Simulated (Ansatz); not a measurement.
`[CH3][Al]([NH2])[Br]` + H₂S → `[CH3][Al]([NH2])[SH]` + HBr at 400 K and 1 bar (ligand exchange at the Al–Br bond).

Calculated with Ansatz (gas phase, PBE0-D4/def2-TZVP geometries, no zero-point term in ΔE). CCSD(T)/CBS adds triple-zeta CCSD(T) − MP2 to the extrapolated MP2 energy (def2 sets, frozen cores). This one scheme is used for every species. For Br outer-core shells are correlated without core-valence functions, which leaves a few kJ/mol of doubt a bond. Scalar relativity is left out up to krypton. Each species was taken in one conformer, which may not be the lowest.

```json
{"species": "`[CH3][Al]([NH2])[Br]`", "CCSD(T)/CBS energy (Eh)": "-2911.22635", "H − E (kJ/mol)": "197.0", "S (J/(mol·K))": "388.1"}
{"species": "H₂S", "CCSD(T)/CBS energy (Eh)": "-398.97279", "H − E (kJ/mol)": "53.4", "S (J/(mol·K))": "215.9"}
{"species": "`[CH3][Al]([NH2])[SH]`", "CCSD(T)/CBS energy (Eh)": "-736.25800", "H − E (kJ/mol)": "221.3", "S (J/(mol·K))": "396.6"}
{"species": "HBr", "CCSD(T)/CBS energy (Eh)": "-2573.91920", "H − E (kJ/mol)": "27.6", "S (J/(mol·K))": "207.2"}
```

H − E and S are ideal-gas, rigid-rotor, harmonic terms from PBE0-D4/def2-TZVP, for one conformer and one mirror image of each species. 1 Eh = 2625.50 kJ/mol, R = 8.31446 J/(mol·K).

Problem. By hand: ΔE, ΔH, ΔS and ΔG.

Solution. ΔE = (-736.25800) + (-2573.91920) − (-2911.22635) − (-398.97279) = 0.02194 Eh = 57.6 kJ/mol. Δ(H − E) = 221.3 + 27.6 − 197.0 − 53.4 = -1.5, so ΔH = 56.1 kJ/mol. ΔS = 396.6 + 207.2 − 388.1 − 215.9 = -0.2 J/(mol·K). ΔG = 56.1 − 400 × (-0.2)/1000 = 56.2 kJ/mol.

Problem. By hand: the equilibrium constant, and the temperature at which ΔG would vanish if ΔH and ΔS stayed fixed.

Solution. log₁₀ K = −ΔG/(RT ln 10) = -7.3. ΔH and −TΔS have one sign here, so there is no such temperature.

The number of gas molecules stays the same, so ΔS is small and ΔH decides. A doubt of 5 kJ/mol in ΔE shifts log₁₀ K by 0.7 here. Other conformers and mirror images would add mixing entropy, several J/(mol·K) or more a flexible species. Modes under 60 cm⁻¹, often nearly free rotors, make the harmonic entropy too high. These are equilibria of isolated gas molecules and say nothing of rates. Largest T1 diagnostic: 0.010 (customary marks: 0.02 for closed shells, 0.045 for open ones).

ΔS is within the doubt of such terms, so its sign, and with it that verdict, could turn.
